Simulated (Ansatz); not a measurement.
Species: BH2Se2, charge 0, doublet. BH2Se2 (SMILES B([SeH])[Se], doublet).
B3LYP-D3(BJ)/def2-TZVP minimum from Ansatz (a program for electronic structure):
```
B
H 1 1.1891
Se 1 1.8936 2 117.20
Se 1 1.9410 2 119.06 3 -180.00
H 4 1.4716 1 95.09 2 0.00
```
Charge 0, spin multiplicity 2.

Total energies in cc-pVDZ, 17 correlated electrons, 29 frozen orbitals. Radicals and triplets start from unrestricted determinants; spin-orbit coupling is neglected. Correlated methods leave the cores frozen (noble-gas shells, and filled d and f shells in the p block). No relativity.

| method | program | energy (Eh) | minus CCSDT(Q) (mEh) |
|---|---|---|---|
| HF | Ansatz | -4825.50863 | 345.05 |
| MP2 | Ansatz | -4825.80146 | 52.23 |
| CCSD | Ansatz | -4825.84079 | 12.90 |
| CCSD(T) | Ansatz | -4825.85176 | 1.93 |
| CCSDT(Q) | Ansatz | -4825.85368 | 0.00 |

Rough core times of Ansatz's runs on a shared machine: CCSD(T) 40 s, CCSDT(Q) 4 min.
